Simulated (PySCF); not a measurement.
Electron correlation in Os (osmium, neutral)

[Xe] 4f14 5d8, high-spin 3F determinant (an excited configuration). Computed with PySCF 2.14 in x2c-TZVPPall (11s7p7d3f1g, 97 functions), with scalar relativity by spin-free X2C-1e. Frozen: [Xe] 4f14; 8 electrons correlated.

```json
{"level": "CCSD", "correlation energy (mhartree)": "-206.32"}
{"level": "(T)", "correlation energy (mhartree)": "-16.00"}
{"level": "CCSD(T)", "correlation energy (mhartree)": "-222.32"}
```

Diagnostics: T1 = 0.0078, D1 = 0.0137, largest double amplitude 0.069.

Spin-orbit coupling, absent here, splits the open shell strongly.

Cost of the coupled-cluster step: of the order of 25 core-seconds, for 8 correlated electrons.

Iterations:

```
CC2 = 0
CCSD nocc = (np.int64(5), np.int64(3)), nmo = (63, 63)
frozen orbitals [[0, 1, 2, 3, 4, 5, 6, 7, 8, 9, 10, 11, 12, 13, 14, 15, 16, 17, 18, 19, 20, 21, 22, 23, 24, 25, 26, 27, 28, 29, 30, 31, 32, 33], [0, 1, 2, 3, 4, 5, 6, 7, 8, 9, 10, 11, 12, 13, 14, 15, 16, 17, 18, 19, 20, 21, 22, 23, 24, 25, 26, 27, 28, 29, 30, 31, 32, 33]]
max_cycle = 100
direct = 0
conv_tol = 1e-08
conv_tol_normt = 1e-06
diis_space = 8
diis_start_cycle = 0
Init t2, MP2 energy = -0.20593828968533
Init E_corr(UCCSD) = -0.205938289685378
cycle = 1  E_corr(UCCSD) = -0.199815006723115  dE = 0.00612328296  norm(t1,t2) = 0.0555861
cycle = 2  E_corr(UCCSD) = -0.202759440288299  dE = -0.00294443357  norm(t1,t2) = 0.0311393
cycle = 3  E_corr(UCCSD) = -0.203438984668241  dE = -0.00067954438  norm(t1,t2) = 0.02276
cycle = 4  E_corr(UCCSD) = -0.205799968815447  dE = -0.00236098415  norm(t1,t2) = 0.0174448
cycle = 5  E_corr(UCCSD) = -0.206104506688038  dE = -0.000304537873  norm(t1,t2) = 0.00683728
cycle = 6  E_corr(UCCSD) = -0.206243121712937  dE = -0.000138615025  norm(t1,t2) = 0.00299459
cycle = 7  E_corr(UCCSD) = -0.206295206346554  dE = -5.20846336e-05  norm(t1,t2) = 0.00156732
cycle = 8  E_corr(UCCSD) = -0.206304157961112  dE = -8.95161456e-06  norm(t1,t2) = 0.000721923
cycle = 9  E_corr(UCCSD) = -0.206312395045849  dE = -8.23708474e-06  norm(t1,t2) = 0.000264708
cycle = 10  E_corr(UCCSD) = -0.206314915494398  dE = -2.52044855e-06  norm(t1,t2) = 9.84306e-05
cycle = 11  E_corr(UCCSD) = -0.206315452115385  dE = -5.36620987e-07  norm(t1,t2) = 4.36718e-05
cycle = 12  E_corr(UCCSD) = -0.206315110131973  dE = 3.41983412e-07  norm(t1,t2) = 1.59599e-05
cycle = 13  E_corr(UCCSD) = -0.206315504147885  dE = -3.94015912e-07  norm(t1,t2) = 4.5033e-06
cycle = 14  E_corr(UCCSD) = -0.206315560350526  dE = -5.62026408e-08  norm(t1,t2) = 1.61573e-06
cycle = 15  E_corr(UCCSD) = -0.206315571198414  dE = -1.08478875e-08  norm(t1,t2) = 6.28583e-07
cycle = 16  E_corr(UCCSD) = -0.206315548617912  dE = 2.25805019e-08  norm(t1,t2) = 2.28022e-07
cycle = 17  E_corr(UCCSD) = -0.206315545556231  dE = 3.06168069e-09  norm(t1,t2) = 5.17118e-08
UCCSD converged
E(UCCSD) = -17250.0754944267  E_corr = -0.2063155455562312
UCCSD(T) correction = -0.0159977336822323
```
